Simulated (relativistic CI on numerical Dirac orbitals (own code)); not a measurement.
# What each ingredient does to the levels of Zr¹⁴⁺

Base calculation: Dirac-Coulomb-Breit CI, orbitals from a KLI potential per configuration, model QED (radiative potential, 1s self-energy scaled to tabulated hydrogen-like ionisation energies), unscaled Slater integrals.

Configuration list (outside the closed core [Ne]): 3s²3p⁶3d⁸, 3s²3p⁵3d⁹, 3s²3p⁴3d¹⁰, 3s3p⁶3d⁹, 3s²3p⁶3d⁷4s, 3p⁶3d¹⁰, 3s²3p⁶3d⁷4p, 3s3p⁵3d¹⁰, 3s²3p⁶3d⁷4d, 3s²3p⁶3d⁶4s², 3s²3p⁶3d⁷4f, 3s²3p⁶3d⁶4s4p, 3s²3p⁵3d⁸4s, 3s²3p⁶3d⁷5s, 3s²3p⁶3d⁶4p², 3s²3p⁶3d⁷5p. Levels of other configurations are missing.

Variants: (1) non-relativistic limit. Shifts of the energy above 3s²3p⁶3d⁸ ³F4, in cm⁻¹, for the lowest level and the first level of each name with at least 55 % of one term (blank where a level changes its place among those of its configuration and J or its character, or is not in the variant):

| Level | Base | Δ(1) |
| --- | --- | --- |
| 3s²3p⁶3d⁸ ³F4 | 0 | 0 |
| 3s²3p⁶3d⁸ ³F3 | 17892 | -17892 |
| 3s²3p⁶3d⁸ ³F2 | 22598 | -22598 |
| 3s²3p⁶3d⁸ ³P0 | 61314 | -17938 |
| 3s²3p⁶3d⁸ ³P1 | 61888 | -18511 |
| 3s²3p⁶3d⁸ ¹G4 | 75302 | -14082 |
| 3s²3p⁶3d⁸ ¹S0 | 155403 | -19143 |
| 3s²3p⁵3d⁹ ³F°4 | 1164232 | -27061 |
| 3s²3p⁵3d⁹ ¹D°2 | 1184737 |  |
| 3s²3p⁵3d⁹ ³F°3 | 1207935 | -70763 |
| 3s²3p⁵3d⁹ ³P°1 | 1253723 | -46458 |
| 3s²3p⁵3d⁹ ³P°0 | 1256312 | -49047 |
| 3s²3p⁵3d⁹ ³D°3 | 1271468 | -56459 |
| 3s²3p⁵3d⁹ ³D°1 | 1292673 | -77664 |
| 3s²3p⁵3d⁹ ³F°2 | 1310632 |  |
| 3s²3p⁵3d⁹ ¹P°1 | 1429563 | -119732 |
| 3s²3p⁵3d⁹ ¹F°3 | 1430585 | -92875 |
| 3s²3p⁶3d⁷4s ⁵F5 | 1606102 | +60678 |
| 3s²3p⁶3d⁷4s ⁵F4 | 1615955 | +50824 |
| 3s²3p⁶3d⁷4s ⁵F3 | 1626241 | +40538 |
| 3s²3p⁶3d⁷4s ³F4 | 1630138 | +54857 |
| 3s²3p⁶3d⁷4s ⁵F2 | 1632020 | +34760 |

At this charge energies of transitions that change n are usually good to better than 1 %, and those within a shell (Δn = 0) to a few per cent. Terms inside the open d or f shell come out 10 to 20 % too wide with unscaled integrals.

Ionisation energy from the two ground configurations alone: base 520.384 eV. The NIST ASD value (theoretical) is 520 eV.

LS names give the leading component of a level, which can be under half, so a name can repeat, a term be missing and a line seem to break the LS rules.
